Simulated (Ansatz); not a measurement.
```csv
atom,x (Å),y (Å),z (Å)
C,0.0000,0.0037,-0.7274
C,0.0000,-0.0037,0.7274
C,0.0000,1.1141,-1.4779
C,0.0000,-1.1141,1.4779
H,0.0000,-0.9768,-1.2194
H,0.0000,0.9768,1.2194
H,0.0000,1.0675,-2.5695
H,0.0000,2.1089,-1.0210
H,0.0000,-1.0675,2.5695
H,0.0000,-2.1089,1.0210
```

Basis set: 6-31G* (spherical functions). Left uncorrelated: 4 orbitals. Charge 0, multiplicity 1.

Computed with Ansatz (development build ahead of 0.2.0); each method stands on the lowest determinant of its kind that the runs found. Restricted open shells among the atoms or ions are ROHF, correlated in semicanonical orbitals with singles.

Give the atomization energy at this shape (free ground-state atoms in the same class of orbitals less the molecule, no zero-point energy) of singlet C4H6 by RHF-MP2, RHF.

| method | atomization energy |
| --- | --- |
| RHF-MP2 | 942.73 kcal/mol |
| RHF | 765.46 kcal/mol |
